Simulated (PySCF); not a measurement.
C₆H₁₅NSi.
InChI=1S/C6H15NSi/c1-2-4-7-5-3-6-8-7/h2-6,8H2,1H3

The closed-shell ground state was solved at several levels (PySCF, density fitting, gas phase, non-relativistic). The structure is a single PBE0-D3(BJ)/def2-SVP conformer in the gas phase; no vibrational or solvent corrections.

```
            level  basis functions  total energy (Eh)  HOMO (eV)  LUMO (eV)  gap (eV)  dipole (D)
    PBE0/pcSseg-1              218          -581.4060      -6.10       0.84      6.94        0.83
wB97X-D/def2-SVPD              284          -581.5511      -7.94       2.19     10.13        0.84
```

Q: Estimate the row for B97-2/pcSseg-1, a basis of 218 functions; the other rows only guide the guess.

A: Total energy -581.7908 Eh, HOMO -5.85 eV, LUMO 0.87 eV, gap 6.72 eV, dipole 0.81 D.

Q: Over all these levels, which gives the widest orbital gap and which the narrowest?

A: wB97X-D/def2-SVPD (range-separated hybrid) has the widest, 10.13 eV, and B97-2/pcSseg-1 (global hybrid, 21 % exact exchange) the narrowest, 6.72 eV. Functional and basis both differ between the two, so the spread mixes both effects.

Q: How far do the dipole and the HOMO energy spread over the levels?

A: The dipole runs from 0.81 to 0.84 D (mean 0.83 D) and the HOMO from -7.94 to -5.85 eV.

Note: wB97X-D ran without an empirical dispersion term, which enters the total energy and its gradient alone.
